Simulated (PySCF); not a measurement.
# Frontier orbitals and the lowest excitations

Compound: C6H9N.
Cartesian coordinates in Å at the GFN2-xTB level; atoms count from 1:
```
atom  x, y, z in Å
N1     2.105   -0.805   -0.026
C2     0.761   -0.518   -0.505
C3     0.645    0.932   -0.905
C4    -0.277    1.582   -0.208
C5    -0.991    0.680    0.723
C6    -1.750   -0.435    0.051
C7    -0.355   -0.674    0.532
H8     2.180   -1.774    0.263
H9     2.316   -0.220    0.776
H10    0.589   -1.172   -1.370
H11    1.289    1.342   -1.663
H12   -0.524    2.626   -0.295
H13   -1.332    1.058    1.676
H14   -2.562   -0.894    0.597
H15   -1.918   -0.362   -1.013
H16   -0.184   -1.354    1.355
```

Method: TDDFT PBE0/def2-SVPD, vertical, gas phase, core orbitals frozen in the response (PySCF).

Kohn–Sham orbitals with the atoms that hold most of them (Löwdin shares over 4%, at most four atoms; ? is withheld):

| orbital | ε (eV) | atoms |
| --- | --- | --- |
| LUMO+2 | 1.36 | C6 16%, H14 11%, H8 11%, H15 10% |
| LUMO+1 | 0.98 | H16 14%, C7 11%, H13 10%, C4 10% |
| LUMO | 0.22 | ? |
| HOMO | -6.84 | N1 27%, C3 17%, C4 13%, C6 10% |
| HOMO-1 | -6.95 | ? |
| HOMO-2 | -8.22 | C7 33%, C5 19%, C6 18%, C2 8% |
| HOMO-3 | -9.33 | C5 20%, C6 16%, C4 14%, C3 13% |

Question: Which atoms hold the LUMO, and with what shares?

Answer: C4 (bonded to 2 C and H) 29%; C3 (bonded to 2 C and H) 25%; C6 (bonded to 2 C and 2 H) 6%; C2 (bonded to 2 C, N and H) 6%.

Question: Which atoms hold the HOMO-1, and with what shares?

Answer: N1 (bonded to C and 2 H) 36%; C3 (bonded to 2 C and H) 16%; C4 (bonded to 2 C and H) 13%; C2 (bonded to 2 C, N and H) 8%. By element: carbon 36% or more, nitrogen 36%.

Question: How does S1 compare with the orbital gap of 7.06 eV?

Answer: S1 is at 5.85 eV (f = 0.016), 1.21 eV below the gap, made of HOMO→LUMO (51%), HOMO-1→LUMO (48%). Without the coupling terms of the response equations the lowest excitation would equal the gap.

Next come S2 at 6.33 eV (f 0.122), HOMO-1→LUMO (46%), HOMO→LUMO (44%); S3 at 6.62 eV (f 0.013), HOMO→LUMO+1 (68%), HOMO-1→LUMO+1 (14%), HOMO-1→LUMO+2 (8%); S4 at 6.80 eV (f 0.025), HOMO-1→LUMO+1 (61%), HOMO→LUMO+1 (23%); S5 at 7.10 eV (f 0.025), HOMO-2→LUMO (84%).

Löwdin shares depend on the basis, the more so with diffuse functions.

One conformer stands for the species.
